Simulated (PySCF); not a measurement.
Polarisability and C₆ of Sn²⁺ (tin, charge +2)

[Kr] 4d10 5s2, closed-shell 1S. Computed with PySCF 2.14 in x2c-QZVPPall with one added diffuse shell each of s, p, d, f type (14s10p8d5f1g, 128 functions), with scalar relativity by spin-free X2C-1e. Coupled (time-dependent) response in atomic units; α is the mean over directions.

| method | mean α (bohr³) | C₆ (like pair) | S(−4) |
| --- | --- | --- | --- |
| TPSSh | 15.87 | 90.90 | 102.7 |

S(−4) is the Cauchy moment in α(ω) = α(0) + S(−4) ω² + …

α(iu) at TPSSh:

```
u (hartree)  α(iu) (bohr³)
          0          15.87
     0.0500          15.62
      0.100          14.92
      0.200          12.74
      0.300          10.42
      0.500          7.056
      0.750          4.831
       1.00          3.647
       1.50          2.423
       2.00          1.777
       3.00          1.090
       5.00         0.5305
```

A single London oscillator, α(iu) = α/(1 + u²/ω²), gives C₆ = (3/4) ω α². Matching the computed C₆ needs ω = 4 × 90.90 / (3 × 15.87²) = 0.481 hartree.

For an ion, C₆ is the dispersion term alone; charge-induced terms of lower order in 1/R come first.
